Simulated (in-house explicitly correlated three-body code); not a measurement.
Values are calculated unless marked as measured or tabulated.
**Two electrons around a charge Z: functional-driven and density-driven errors**

The exact non-relativistic ground state comes from a variational code in 260 exponentially correlated functions, the Kohn-Sham parts from inverting its density (past Z = 6 the correlation energy is taken as exact minus Hartree-Fock, equal to within microhartrees), and self-consistent runs (Hartree-Fock is restricted) from a B-spline radial code. Z may be fractional; the second electron is bound down to Z = 0.911.

The total error of a self-consistent run is the error on the exact density (functional-driven) plus the energy gained by relaxing to the functional's own density (density-driven, never positive). «Unbound» marks a run whose level isn't bound or that didn't converge.

| Z | M06-L functional (mEh) | M06-L density (mEh) | LDA VWN5 functional (mEh) | LDA VWN5 density (mEh) | RPBE functional (mEh) | RPBE density (mEh) |
| --- | --- | --- | --- | --- | --- | --- |
| 0.99 | +2.70 | unbound | +14.08 | unbound | -6.50 | unbound |
| 1.16 | ? | ? | ? | ? | ? | ? |
| 1.3 | -1.93 | -2.30 | +28.90 | -1.07 | -6.77 | -0.85 |
| 1.58 | -5.30 | -2.28 | +44.60 | -1.37 | -6.57 | -0.94 |
| 1.8 | -7.80 | -2.26 | +57.90 | -1.54 | -6.28 | -1.01 |
| 2.1 | ? | ? | ? | ? | ? | ? |
| 2.6 | -16.41 | -2.29 | +110.9 | -1.93 | -4.75 | -1.17 |
| 3.06 | -21.12 | -2.28 | +143.5 | -2.07 | -3.70 | -1.23 |
| 3.68 | -27.27 | -2.28 | +189.0 | -2.21 | -2.20 | -1.28 |
| 4.3 | -33.23 | -2.30 | +236.0 | -2.30 | -0.63 | -1.33 |
| 5.1 | -40.69 | -2.31 | +298.0 | -2.40 | +1.43 | -1.37 |
| 5.7 | -46.15 | -2.32 | +345.4 | -2.45 | +3.00 | -1.39 |

Q: What belongs in the row Z = 1.16?

A: M06-L functional (mEh): -0.08; M06-L density (mEh): unbound; LDA VWN5 functional (mEh): +21.75; LDA VWN5 density (mEh): unbound; RPBE functional (mEh): -6.76; RPBE density (mEh): unbound.

Q: What belongs in the row Z = 2.1?

A: M06-L functional (mEh): -11.10; M06-L density (mEh): -2.30; LDA VWN5 functional (mEh): +77.05; LDA VWN5 density (mEh): -1.72; RPBE functional (mEh): -5.77; RPBE density (mEh): -1.08.

Q: Which part of the error is larger?

A: M06-L: functional-driven -46.15, density-driven -2.32 mEh at Z = 5.7; LDA VWN5: functional-driven +345.4, density-driven -2.45 mEh at Z = 5.7; RPBE: functional-driven +3.00, density-driven -1.39 mEh at Z = 5.7. The density-driven part is second order in the error of the density, so it stays small unless the second electron is loosely bound.
